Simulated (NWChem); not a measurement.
Species: C3H4BF2N; SMILES C=C=CNB(F)F

```xyz
11

C     -0.2339    -3.4499     0.0000
C      0.0933    -2.1832     0.0000
C      0.4396    -0.9148     0.0000
N     -0.4391     0.1722     0.0000
B     -0.0569     1.5238     0.0000
F     -0.9740     2.4813     0.0000
F      1.2230     1.8716     0.0000
H     -0.3761    -4.0077    -0.9342
H     -0.3761    -4.0077     0.9342
H      1.5002    -0.6408     0.0000
H     -1.4258    -0.0573     0.0000
```
Atoms are numbered in this order, from 1.

Results from NWChem. Medium grid unless said otherwise, to which SCAN and Minnesota functionals are sensitive. Geometry: optimised at PBE0/def2-SVP. B3LYP is NWChem's, with the RPA form of VWN correlation. Total energies of different functionals are on different scales.

```tsv
level	energy (Ha)	highest occupied level (eV)	orbital gap (eV)	dipole (D)
PBE/def2-SVP	-395.3781	-5.42	4.39	1.84
B3LYP/def2-SVP	-395.8280	[?]	[?]	1.94
LDA (Slater exchange, VWN5)/def2-SVP	-392.7774	-5.57	4.32	1.98
PBE0/def2-SVP	-395.3958	-6.62	6.60	1.98
TPSSh/def2-SVP	-395.8284	-5.94	5.50	1.92
r2SCAN/def2-SVP	-395.6177	-5.67	4.83	1.89
```

Task: What belongs in the gaps?

Result: 
- B3LYP/def2-SVP, highest occupied level (eV): -6.36
- B3LYP/def2-SVP, orbital gap (eV): 6.15
